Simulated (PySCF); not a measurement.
Precursor series Ti OH-NH2. Gas-phase values, no solvent. One relaxed conformer stands for each flexible species; it need not be the lowest.

All values below come from PBE-D3(BJ)/def2-TZVP // TPSS-D3(BJ)/def2-SVP (PySCF 2.14.0). 

| species | mean distance from the central atom to its bonded neighbours (Å) | charge on the central atom (meta-Löwdin) (e) | HOMO (eV) |
|---|---|---|---|
| 0 of 4 OH replaced by NH2 ([Ti(OH)4]) | 1.808 | 1.35 | -7.30 |
| 1 of 4 OH replaced by NH2 ([Ti(OH)3(NH2)]) | 1.831 | 1.29 | -5.97 |
| 3 of 4 OH replaced by NH2 | 1.877 | 1.17 | -5.45 |
| 4 of 4 OH replaced by NH2 ([Ti(NH2)4]) | 1.901 | 1.12 | -5.41 |
